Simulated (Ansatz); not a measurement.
`[SiH3]OC[SiH2]S` → `CO[SiH3]` + `[SiH]S` at 400 K and 1 bar (silylene formation by 1,1-elimination).

Gas-phase electronic energies from Ansatz, PBE0-D4/def2-TZVP geometries. CCSD(T)/CBS adds triple-zeta CCSD(T) − MP2 to the extrapolated MP2 energy (def2 sets, frozen cores). This one scheme is used for every species. Each species was taken in one conformer, which may not be the lowest.

```json
{"species": "`[SiH3]OC[SiH2]S`", "CCSD(T)/CBS energy (Eh)": "-1094.01738", "H − E (kJ/mol)": "261.6", "S (J/(mol·K))": "441.1"}
{"species": "`CO[SiH3]`", "CCSD(T)/CBS energy (Eh)": "-405.93001", "H − E (kJ/mol)": "201.0", "S (J/(mol·K))": "323.1"}
{"species": "`[SiH]S`", "CCSD(T)/CBS energy (Eh)": "-688.02937", "H − E (kJ/mol)": "61.1", "S (J/(mol·K))": "271.5"}
```

H − E and S are ideal-gas, rigid-rotor, harmonic terms from PBE0-D4/def2-TZVP, for one conformer and one mirror image of each species. 1 Eh = 2625.50 kJ/mol, R = 8.31446 J/(mol·K).

Q: By hand: ΔE, ΔH, ΔS and ΔG.

A: ΔE = (-405.93001) + (-688.02937) − (-1094.01738) = 0.05800 Eh = 152.3 kJ/mol. Δ(H − E) = 201.0 + 61.1 − 261.6 = 0.5, so ΔH = 152.8 kJ/mol. ΔS = 323.1 + 271.5 − 441.1 = 153.5 J/(mol·K). ΔG = 152.8 − 400 × (153.5)/1000 = 91.4 kJ/mol.

Q: By hand: the equilibrium constant, and the temperature at which ΔG would vanish if ΔH and ΔS stayed fixed.

A: log₁₀ K = −ΔG/(RT ln 10) = -11.9. ΔG = 0 at ΔH/ΔS = 995 K.

The number of gas molecules changes by +1, which sets the sign of ΔS. A doubt of 5 kJ/mol in ΔE shifts log₁₀ K by 0.7 here. Other conformers and mirror images would add mixing entropy, several J/(mol·K) or more a flexible species. Modes under 60 cm⁻¹, often nearly free rotors, make the harmonic entropy too high. These are equilibria of isolated gas molecules and say nothing of rates. Largest T1 diagnostic: 0.016 (customary marks: 0.02 for closed shells, 0.045 for open ones).
